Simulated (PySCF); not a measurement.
C₁₁H₉N. Atoms are numbered in the order given.

```xyz
21

C      3.5301     0.2089     0.1552
C      2.9163    -0.9972    -0.1802
C      1.5283    -1.0841    -0.2390
C      0.7256     0.0326     0.0374
C     -0.7474    -0.0604    -0.0260
C     -1.4389    -1.1993     0.4047
C     -2.8262    -1.2285     0.3213
C     -3.4862    -0.1109    -0.1885
N     -2.8489     0.9783    -0.6090
C     -1.5241     0.9956    -0.5310
C      1.3560     1.2396     0.3745
C      2.7443     1.3266     0.4319
H      4.6194     0.2775     0.2010
H      3.5238    -1.8767    -0.4066
H      1.0572    -2.0267    -0.5281
H     -0.8902    -2.0466     0.8238
H     -3.3919    -2.1001     0.6572
H     -4.5800    -0.0975    -0.2591
H     -1.0263     1.8959    -0.9104
H      0.7485     2.1141     0.6188
H      3.2158     2.2740     0.7039
```

The structure is a stationary point at PBE0-D3(BJ)/def2-SVP. One conformer was computed; it need not be the lowest.

Calculation: TDA-PBE0/def2-SVP in PySCF.

Vertical excitations. The molecule is in vacuum.

```csv
state,energy (eV),λ (nm),f,main pairs
S1,4.69,264,0.021,"HOMO−1→LUMO 80 %, HOMO→LUMO 12 %"
S2,4.89,253,0.003,"HOMO−1→LUMO+1 75 %, HOMO→LUMO+1 19 %"
S3,5.12,242,0.057,"HOMO−2→LUMO 31 %, HOMO→LUMO+2 24 %, HOMO→LUMO+1 16 %, HOMO→LUMO 11 %"
S4,5.19,239,0.192,"HOMO→LUMO 32 %, HOMO−2→LUMO 20 %, HOMO→LUMO+2 17 %, HOMO→LUMO+1 10 %"
S5,5.37,231,0.320,"HOMO→LUMO 38 %, HOMO→LUMO+1 32 %, HOMO−3→LUMO 10 %, HOMO−1→LUMO+1 7 %"
S6,5.95,208,0.013,"HOMO−2→LUMO+1 74 %, HOMO−2→LUMO 14 %"
T1,3.59,345,0,HOMO→LUMO 79 %
T2,4.03,307,0,"HOMO−1→LUMO+1 45 %, HOMO−1→LUMO 34 %, HOMO→LUMO+1 9 %"
```
Triplets are in the Tamm–Dancoff approximation.
